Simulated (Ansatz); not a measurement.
PBE exchange is replaced step by step with exact exchange (0 % is PBE, 25 % PBE0; no dispersion term), basis def2-TZVPD, Ansatz. System: SiSn₂⁻ (the lowest doublet isomer of a short search). Total charge -1; doublet. Geometry: r2SCAN-D4/def2-TZVPD, each spin state at its own.

Geometry of the doublet:

Cartesian coordinates in Å:
```
Si -0.318 1.248 -0.397
Sn -1.267 -0.886 0.514
Sn 1.585 -0.362 -0.116
```

In the def2 sets Sn takes a core potential; there is no spin–orbit coupling. At PBE-D4/def2-TZVPD the highest occupied level of the charge -1 doublet lies above zero (up to 0.09 eV). By energy differences its removal costs 2.13 eV (vertical, to the charge 0 singlet, at PBE-D4/def2-TZVPD); a positive level beside a positive removal energy at the same level points to self-interaction error. At PBE-D4/def2-TZVPD, PBE with 5 % exact exchange/def2-TZVPD, PBE with 10 % exact exchange/def2-TZVPD, PBE with 15 % exact exchange/def2-TZVPD and others the highest occupied level of the charge -1 quartet lies above zero (up to 0.99 eV). It is a level of α spin, whose loss leaves a triplet; that state wasn't run at this geometry and level. The electron is either unbound and held by the finite basis, or the level is raised by self-interaction error. At PBE with 35 % exact exchange/def2-TZVPD, PBE with 50 % exact exchange/def2-TZVPD the charge -1 quartet is spin-contaminated (final ⟨S²⟩ up to 3.94, 3.75 for a pure state). The structure comes from a short search, and lower isomers may exist.

HOMO and LUMO are taken over both spins.

```tsv
exact exchange (%)	HOMO (eV)	LUMO (eV)	gap (eV)	⟨S²⟩	quartet − doublet (kJ/mol)
0	0.09	0.73	0.63	0.756	121.6
5	-0.06	0.85	0.91	0.757	121.6
10	-0.22	0.98	1.20	0.758	121.5
15	-0.38	1.11	1.48	0.760	121.3
25	-0.69	1.36	2.05	0.763	120.8
35	-1.02	1.61	2.63	0.767	120.0
```

(1) Fit a straight line to the column «quartet − doublet (kJ/mol)» against the share of exact exchange and predict its value at 50 %.

Results:

(1) With x = exact exchange (%) and y = quartet − doublet (kJ/mol): mean x = 15, mean y = 121.1; Σ(x − x̄)(y − ȳ) = -39.5, Σ(x − x̄)² = 850; slope b = -0.04647, intercept a = ȳ − b·x̄ = 121.8. The residuals of the fitted rows reach 0.2. At x = 50 the line gives 121.8 + (-0.04647 × 50) = 119.5; the run gave 118.2, 1.3 less than the line.
